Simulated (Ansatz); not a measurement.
Steps of a relaxation of C₂H₆O₂Si (`COC1O[SiH2]1`) with RKS PBE-D4/def2-SVP.

```sh
$ ansatz run in.yaml --threads 4 --pin off --events-out ev --progress --plain --max-ram 10444MiB
```

```yaml
crystal:
  periodic: [false, false, false]
  atoms:
    - {symbol: C, position_ang: [-1.046700, 0.550100, 1.465800]}
    - {symbol: O, position_ang: [0.204400, 0.286700, 0.972600]}
    - {symbol: C, position_ang: [0.253500, 0.341800, -0.479000]}
    - {symbol: O, position_ang: [-0.214100, -0.744500, -1.168300]}
    - {symbol: Si, position_ang: [1.347100, -0.949400, -1.331900]}
    - {symbol: H, position_ang: [-1.814000, -0.137800, 1.106200]}
    - {symbol: H, position_ang: [-1.045800, 0.583300, 2.550700]}
    - {symbol: H, position_ang: [-1.360300, 1.608900, 1.113500]}
    - {symbol: H, position_ang: [0.298200, 1.327700, -0.903300]}
    - {symbol: H, position_ang: [1.718000, -0.731600, -2.714100]}
    - {symbol: H, position_ang: [1.725000, -2.192100, -0.591600]}
basis:
  gaussian: {orbitals: def2-SVP}
hamiltonian: {xc: pbe, dispersion: d4}
relax: {f_tol: 0.03, max_steps: 200}
```

Positions (Å) and forces (eV/Å) along the path, 8 of 8 steps:

```xyz
11
step=1 energy=-14122.9767 eV
C    -1.047    0.550    1.466   -1.349    2.343   -0.776
O     0.204    0.287    0.973    1.416   -0.512   -2.221
C     0.254    0.342   -0.479    2.917   -1.063    2.804
O    -0.214   -0.745   -1.168   -6.749    0.084   -0.334
Si    1.347   -0.949   -1.332    3.991   -0.335    0.961
H    -1.814   -0.138    1.106   -0.529   -0.581   -0.124
H    -1.046    0.583    2.551    0.193   -0.189    0.777
H    -1.360    1.609    1.113   -0.077   -0.871    0.446
H     0.298    1.328   -0.903   -0.866    1.183   -0.460
H     1.718   -0.732   -2.714    0.609   -0.079   -0.908
H     1.725   -2.192   -0.592    0.444    0.018   -0.165
11
step=2 energy=-14123.7457 eV
C    -1.056    0.586    1.437   -0.755    0.821   -0.055
O     0.229    0.278    0.982    0.781   -0.110   -1.215
C     0.356    0.341   -0.433    1.100    0.265    1.251
O    -0.272   -0.691   -1.132   -3.285   -0.218   -0.355
Si    1.333   -0.988   -1.349    1.684    0.090    0.467
H    -1.826   -0.125    1.078   -0.087   -0.172   -0.088
H    -1.053    0.572    2.540    0.103   -0.082    0.165
H    -1.390    1.625    1.125    0.172   -0.403    0.064
H     0.186    1.373   -0.835   -0.126   -0.224    0.053
H     1.758   -0.810   -2.760    0.243   -0.047   -0.184
H     1.801   -2.218   -0.632    0.169    0.079   -0.104
11
step=3 energy=-14123.9599 eV
C    -1.041    0.591    1.414   -0.276   -0.086    0.270
O     0.262    0.270    0.961    0.113   -0.126    0.012
C     0.362    0.341   -0.413    0.268    0.252    0.021
O    -0.392   -0.654   -1.135   -0.538   -0.340   -0.208
Si    1.273   -0.994   -1.332    0.282    0.218    0.008
H    -1.802   -0.135    1.041    0.102    0.046    0.003
H    -1.026    0.552    2.523    0.005    0.022   -0.071
H    -1.355    1.611    1.094    0.034    0.066   -0.021
H     0.143    1.372   -0.790    0.126   -0.090   -0.120
H     1.811   -0.826   -2.727   -0.059    0.001    0.107
H     1.830   -2.185   -0.616   -0.056    0.036    0.000
11
step=4 energy=-14123.9672 eV
C    -1.041    0.597    1.438   -0.340   -0.005    0.079
O     0.214    0.231    0.907    0.332   -0.080    0.269
C     0.315    0.325   -0.459    0.220    0.071   -0.036
O    -0.395   -0.699   -1.204   -0.319   -0.073   -0.091
Si    1.294   -0.979   -1.323    0.134    0.005   -0.148
H    -1.852   -0.069    1.074   -0.034   -0.044   -0.048
H    -0.983    0.508    2.539    0.056    0.015    0.002
H    -1.311    1.644    1.176   -0.014    0.138   -0.031
H     0.125    1.351   -0.853   -0.060   -0.022   -0.044
H     1.866   -0.813   -2.698    0.011    0.005    0.027
H     1.834   -2.154   -0.576    0.016   -0.010    0.021
11
step=5 energy=-14123.9762 eV
C    -1.047    0.613    1.430   -0.008   -0.017   -0.027
O     0.225    0.191    0.945   -0.027    0.178   -0.079
C     0.324    0.295   -0.430    0.001   -0.161    0.178
O    -0.403   -0.744   -1.164    0.058    0.025   -0.095
Si    1.296   -0.981   -1.339   -0.079   -0.010    0.005
H    -1.866   -0.022    1.023    0.013    0.020    0.001
H    -1.028    0.519    2.529    0.006   -0.019    0.094
H    -1.255    1.678    1.167    0.018   -0.045   -0.021
H     0.089    1.312   -0.817   -0.007    0.033   -0.038
H     1.836   -0.778   -2.720    0.016   -0.001    0.005
H     1.893   -2.138   -0.603    0.008   -0.002   -0.022
11
step=6 energy=-14123.9795 eV
C    -1.050    0.613    1.434   -0.014    0.010    0.011
O     0.226    0.215    0.945    0.019    0.003    0.006
C     0.328    0.297   -0.428    0.012   -0.009    0.073
O    -0.402   -0.735   -1.168    0.002   -0.025   -0.037
Si    1.293   -0.985   -1.336   -0.039    0.022   -0.024
H    -1.859   -0.040    1.038   -0.002   -0.011   -0.010
H    -1.022    0.529    2.536    0.007    0.000    0.010
H    -1.280    1.669    1.158    0.002   -0.005   -0.007
H     0.104    1.313   -0.825    0.001    0.029   -0.040
H     1.846   -0.776   -2.711    0.005    0.011   -0.013
H     1.881   -2.158   -0.622    0.007   -0.026    0.030
11
step=7 energy=-14123.9800 eV
C    -1.051    0.606    1.433    0.007    0.024    0.002
O     0.230    0.216    0.946    0.004    0.019    0.001
C     0.334    0.304   -0.426    0.014   -0.018    0.040
O    -0.404   -0.719   -1.173    0.002   -0.019   -0.021
Si    1.288   -0.986   -1.337   -0.023    0.023   -0.012
H    -1.851   -0.066    1.054   -0.011   -0.011   -0.003
H    -1.014    0.549    2.537   -0.001   -0.019    0.022
H    -1.298    1.654    1.137    0.006   -0.003   -0.016
H     0.120    1.323   -0.822   -0.001    0.018   -0.020
H     1.849   -0.774   -2.709    0.002    0.002   -0.005
H     1.862   -2.164   -0.620    0.003   -0.016    0.012
11
step=8 energy=-14123.9802 eV
C    -1.051    0.607    1.433    0.000    0.002    0.000
O     0.232    0.222    0.947   -0.006    0.001    0.003
C     0.336    0.305   -0.425    0.003    0.001    0.004
O    -0.405   -0.719   -1.171    0.007   -0.002   -0.002
Si    1.287   -0.986   -1.337   -0.012    0.003    0.000
H    -1.848   -0.069    1.053    0.002   -0.003   -0.004
H    -1.016    0.546    2.537    0.003   -0.002    0.004
H    -1.301    1.653    1.137    0.000    0.002   -0.002
H     0.123    1.324   -0.826    0.000   -0.001   -0.003
H     1.847   -0.774   -2.708    0.002    0.000   -0.001
H     1.859   -2.166   -0.619    0.001    0.000    0.001
```

It took 8 s on 4 threads of an Arm Neoverse V2 on a shared host, with 0.14 GiB of host memory at the peak.
